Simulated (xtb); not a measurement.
bicarbonate (CHO3), SMILES O=C([O-])O, charge -1. All values are semi-empirical tight-binding results from xtb (GFN2-xTB unless named), good for trends rather than for accurate numbers. Geometry optimised at GFN2-xTB. Other conformers were not sampled.

Question: Estimate the properties. (The exact figures need the calculation; the answer reports its results.)

Answer: 
```yaml
point_group_as_xtb_finds_it: Cs
orbital_gap: 6.41 eV
zero_point_energy: 15.6 kcal/mol
G − E(el) at 298.15 K (modified RRHO): -0.6 kcal/mol
static polarisability (D4 model): 28.9 bohr³
solvation energy, GFN2-xTB/ALPB(water): -70.4 kcal/mol
solvation energy, GFN2-xTB/ALPB(ch2cl2): -59.7 kcal/mol
```

Computed IR lines (harmonic; lines under 4 % of the strongest left out, lines within 3 cm⁻¹ merged):
ν (cm⁻¹): 451 (w), 750 (m), 805 (s), 1097 (w), 1310 (s), 1879 (vs) (against the strongest line: vs over 80 %, s over 45 %, m over 15 %, w over 4 %, vw less)
